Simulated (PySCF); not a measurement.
**Ar²⁺: excitation energy**

Ar²⁺ [Ne] 3s2 3p4 (3P) → Ar²⁺ [Ne] 3s1 3p4 4s1 (5P), as a difference of total energies. Computed with PySCF 2.14 in aug-cc-pV(Q+d)Z (7s6p5d3f2g, 89 functions), with the non-relativistic Hamiltonian (point nucleus). Correlated levels: valence: [Ne] frozen. The calculations carry no spin-orbit coupling.

| method | excitation energy (eV) |
| --- | --- |
| UHF | 36.082 |
| LDA | 36.233 |
| PBE | 36.100 |
| PBE0 | 36.452 |
| r2SCAN | 36.310 |
| BHandHLYP | 36.922 |
| LC-wPBE | 36.802 |
| CAM-B3LYP | 36.717 |
| revPBE | 36.050 |
| MP2 (valence) | 36.242 |
| SCS-MP2 (valence) | 36.469 |

Question: How much does correlation contribute at MP2 (valence)?

Answer: 36.242 − (36.082) = 0.160 eV, measured against UHF.

A first-order spin-orbit estimate (lowest level to lowest level, LS coupling) adds -0.007 eV.

The promoted electron is Rydberg-like, and one or two diffuse shells describe it only roughly, which tends to raise the upper state.
